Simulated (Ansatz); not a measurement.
`C/C=C\BN` + HCl → `NBCl` + `C=CC` at 298.15 K and 1 bar (ligand exchange at a B–C bond).

Gas-phase electronic energies from Ansatz, PBE0-D4/def2-TZVP geometries. CBS: MP2 limit from def2 TZ/QZ plus the TZ coupled-cluster correction, frozen cores. This one scheme is used for every species. Each species was taken in one conformer, which may not be the lowest.

```csv
species,CCSD(T)/CBS energy (Eh),H − E (kJ/mol),S (J/(mol·K))
`C/C=C\BN`,-198.50349,311.8,325.0
HCl,-460.38127,26.6,186.8
`NBCl`,-541.16722,121.1,268.2
`C=CC`,-117.74610,222.5,264.5
```

H − E and S are ideal-gas, rigid-rotor, harmonic terms from PBE0-D4/def2-TZVP, for one conformer and one mirror image of each species. 1 Eh = 2625.50 kJ/mol, R = 8.31446 J/(mol·K).

By hand: ΔE, ΔH, ΔS and ΔG.

ΔE = (-541.16722) + (-117.74610) − (-198.50349) − (-460.38127) = -0.02856 Eh = -75.0 kJ/mol. Δ(H − E) = 121.1 + 222.5 − 311.8 − 26.6 = 5.2, so ΔH = -69.8 kJ/mol. ΔS = 268.2 + 264.5 − 325.0 − 186.8 = 20.9 J/(mol·K). ΔG = -69.8 − 298.15 × (20.9)/1000 = -76.0 kJ/mol.

By hand: the equilibrium constant, and the temperature at which ΔG would vanish if ΔH and ΔS stayed fixed.

log₁₀ K = −ΔG/(RT ln 10) = 13.3. ΔH and −TΔS have one sign here, so there is no such temperature.

ΔH outweighs TΔS. A doubt of 5 kJ/mol in ΔE shifts log₁₀ K by 0.9 here. Other conformers and mirror images would add mixing entropy, several J/(mol·K) or more a flexible species. These are equilibria of isolated gas molecules and say nothing of rates. Largest T1 diagnostic: 0.012 (customary marks: 0.02 for closed shells, 0.045 for open ones).
